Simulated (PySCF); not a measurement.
Predicted microwave data (CAM-B3LYP/def2-SVPD in PySCF (dipole) on a GFN2-xTB geometry, gas phase) for one isomer of C2H9ClOSi2:

* Rotational constants: A = 2257, B = 1100, C = 868.4 MHz
* Dipole components: |μa| = 2.04 D, |μb| = 0.33 D, |μc| = 0.26 D
* Inertial defect: -101.55 u·Å²
* κ: -0.67

Problem. Which candidate fits, each taken in the one conformer that was computed?
A. `[CH3:1][SiH2:2][O:3][Si@@H:4]([CH3:5])[Cl:6]` with C1–Si2–O3–Si4 -26°, Si2–O3–Si4–C5 -141°
B. `[CH3:1][O:2][CH2:3][SiH2:4][SiH2:5][Cl:6]` with C1–O2–C3–Si4 177°, O2–C3–Si4–Si5 -39°, C3–Si4–Si5–Cl6 -63°

Solution. B. It is COC[SiH2][SiH2]Cl, an asymmetric top, point group C1. The candidates at the same level (rigid rotor, commonest isotopes):

```json
{"SMILES": "C[SiH2]O[Si@@H](C)Cl", "A (MHz)": "2634", "B (MHz)": "1135", "C (MHz)": "857.7", "μa (D)": "0.46", "μb (D)": "0.77", "μc (D)": "0.21", "Δ (u·Å²)": "-47.90", "point group": "C1", "rotor": "asymmetric top"}
{"SMILES": "COC[SiH2][SiH2]Cl", "A (MHz)": "2257", "B (MHz)": "1100", "C (MHz)": "868.4", "μa (D)": "2.04", "μb (D)": "0.33", "μc (D)": "0.26", "Δ (u·Å²)": "-101.55", "point group": "C1", "rotor": "asymmetric top"}
```

`C[SiH2]O[Si@@H](C)Cl` has A 17 % too high. No structure here is proved a minimum.
